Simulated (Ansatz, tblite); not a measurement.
Forces on CrO₃⁺ at its r2SCAN-D4/def2-TZVP geometry. The state is a doublet with charge 1.

The xTB rows come from tblite. The structure holds 2 bonds between oxygen atoms, so isomers without such links may lie far lower. At PBE-D4/def2-TZVP the charge 1 doublet is spin-contaminated (final ⟨S²⟩ up to 1.99, 0.75 for a pure state). Another isomer (doublet) lies 2.50 eV lower at PBE0-D4/def2-TZVP; other spin states weren't run for this one.

GFN1-xTB (tblite), largest force 4.21 eV/Å:

```xyz
4
positions Å, forces eV/Å
Cr   -1.245   -0.351    0.331    2.685    0.758   -0.714
O    -0.239    0.793   -0.703    1.848   -2.838    2.501
O     0.945    0.267   -0.251   -3.348   -0.945    0.891
O     0.538   -0.709    0.624   -1.185    3.025   -2.678
```

GFN2-xTB (tblite), largest force 2.70 eV/Å:

```
Cr 1.422 0.401 -0.378
O 1.057 -1.865 1.646
O -1.583 -0.447 0.421
O -0.896 1.911 -1.689
```

PBE-D4/def2-TZVP (Ansatz), largest force 1.60 eV/Å:

```
Cr 0.601 0.170 -0.160
O -1.017 -0.350 0.327
O 1.490 0.420 -0.396
O -1.074 -0.240 0.230
```
